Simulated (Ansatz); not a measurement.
Input file for Ansatz (an electronic-structure program): R-CCSD(T)/def2-TZVPP on BeS, 2S+1 = 1, a spin state set in the input, which need not be the lowest, a point of a bond scan (R = 1.750 Å).

Ansatz 0.2 input:
```yaml
crystal:
  periodic: [false, false, false]
  atoms:
    - {symbol: Be, position_ang: [0.00000000, 0.00000000, 0.00000000]}
    - {symbol: S, position_ang: [0.00000000, 0.00000000, 1.74997200]}
basis:
  gaussian:
    orbitals: def2-TZVPP
    pivot_positions_ang: [[0.00000000, 0.00000000, 0.00000000], [0.00000000, 0.00000000, 1.74997200]]
magnetization: {spin_polarized: false}
correlation: {method: ccsd_t, electrons: valence}
output: {orbitals: {seedname: ./end}}
```

Output:

```
WARN ansatz: RAYON_NUM_THREADS=2 ignored (pool sized by the plan → 2); use --threads N
Functional definition: HF
integrals: 0.03 GiB planned
446 factors; integrals over basis functions are off by at most 3.4e-4 eV
mean field: 0.10 GiB planned
mean field evaluation 1: about -11212.8202 eV, gradient 2.0e1 eV
mean field evaluation 2: about -11212.8222 eV, gradient 2.0e1 eV
mean field evaluation 4: about -11214.6013 eV, gradient 2.0e0 eV
mean field evaluation 8: about -11214.6866 eV, gradient 6.9e-2 eV
mean field evaluation 16: about -11214.6523 eV, gradient 1.1e0 eV
mean field -11214.68666327 eV, -412.1321332876 hartree, gradient 2.5e-6 eV, S^2 0.000000; 0 other end points of the search recorded, 0 dependent functions left out
5 core orbitals not correlated
reference -11214.68666327 eV, -412.1321332876 hartree; 5, 5 occupied and 51, 51 virtual orbitals, 446 factors
second order -6.40500874 eV of doubles, -0.00000000 eV of singles
coupled cluster: 0.10 GiB planned
cycle   1  -6.65831822 eV  change   -2.5e-1 eV  update   8.4e-2
cycle   2  -6.82464381 eV  change   -1.7e-1 eV  update   3.1e-2
cycle   3  -6.89936367 eV  change   -7.5e-2 eV  update   2.2e-2
cycle   4  -6.89482935 eV  change    4.5e-3 eV  update   8.8e-3
cycle   5  -6.89147807 eV  change    3.4e-3 eV  update   4.5e-3
cycle   6  -6.89293262 eV  change   -1.5e-3 eV  update   2.0e-3
cycle   7  -6.89314676 eV  change   -2.1e-4 eV  update   8.4e-4
cycle   8  -6.89329672 eV  change   -1.5e-4 eV  update   2.0e-4
cycle   9  -6.89327841 eV  change    1.8e-5 eV  update   4.1e-5
cycle  10  -6.89327259 eV  change    5.8e-6 eV  update   1.3e-5
cycle  11  -6.89327581 eV  change   -3.2e-6 eV  update   5.0e-6
perturbative correction -0.38541457 eV, -0.0141637243 hartree
Total energy: -11221.96535366 eV, -412.3996202256 hartree
```

The calculation finished and met its thresholds.

Cost: very roughly 0.9 core-seconds.
